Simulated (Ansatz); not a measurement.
`NC(F)=[Se]` + H₂ → `FC=[Se]` + NH₃ at 298.15 K and 1 bar (hydrogenolysis of a C–N bond).

Isolated molecules relaxed with PBE0-D4/def2-TZVP in Ansatz; ΔE leaves out vibrations. CCSD(T)/CBS is the MP2 limit (def2-TZVPP, def2-QZVPP) plus CCSD(T) − MP2 in def2-TZVPP, frozen cores. This one scheme is used for every species. For Se outer-core shells are correlated without core-valence functions, which leaves a few kJ/mol of doubt a bond. Scalar relativity is left out up to krypton. One conformer a species, not always the lowest.

```tsv
species	CCSD(T)/CBS energy (Eh)	H − E (kJ/mol)	S (J/(mol·K))
`NC(F)=[Se]`	-2594.43937	107.8	297.0
H₂	-1.17544	35.1	130.4
`FC=[Se]`	-2539.10585	58.1	270.5
NH₃	-56.50880	100.5	192.4
```

H − E and S are ideal-gas, rigid-rotor, harmonic terms from PBE0-D4/def2-TZVP, for one conformer and one mirror image of each species. The MP2-based limit puts H₂ 0.8 mEh under its directly extrapolated value; such offsets cancel only in part. 1 Eh = 2625.50 kJ/mol, R = 8.31446 J/(mol·K).

By hand: ΔE, ΔH, ΔS and ΔG.

ΔE = (-2539.10585) + (-56.50880) − (-2594.43937) − (-1.17544) = 0.00016 Eh = 0.4 kJ/mol. Δ(H − E) = 58.1 + 100.5 − 107.8 − 35.1 = 15.7, so ΔH = 16.1 kJ/mol. ΔS = 270.5 + 192.4 − 297.0 − 130.4 = 35.5 J/(mol·K). ΔG = 16.1 − 298.15 × (35.5)/1000 = 5.5 kJ/mol.

By hand: the equilibrium constant, and the temperature at which ΔG would vanish if ΔH and ΔS stayed fixed.

log₁₀ K = −ΔG/(RT ln 10) = -1.0. ΔG = 0 at ΔH/ΔS = 454 K.

TΔS isn't small against ΔH here. The sign of ΔG lies within the doubt. A doubt of 5 kJ/mol in ΔE shifts log₁₀ K by 0.9 here. Other conformers and mirror images would add mixing entropy, several J/(mol·K) or more a flexible species. These are equilibria of isolated gas molecules and say nothing of rates. Largest T1 diagnostic: 0.016 (customary marks: 0.02 for closed shells, 0.045 for open ones).
